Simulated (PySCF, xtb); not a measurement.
B(I)2(OH) (BHI₂O), SMILES OB(I)I. One conformer was computed; it need not be the lowest.

Harmonic wavenumbers (cm⁻¹) from GFN2-xTB (xtb) at its own minimum, in rising order: 118, 269, 367, 369, 597, 687, 916, 1308, 3570.

Problem. What does B3LYP-D3(BJ)/def2-SVP (PySCF 2.14.0) give at its own minimum? (The exact figures need the calculation; the answer reports its results.)

Solution. 117, 271, 347, 402, 563, 675, 1048, 1376, 3807. Paired by order, the mean absolute difference is 60 cm⁻¹ and the zero-point energies are 11.7 and 12.3 kcal/mol.
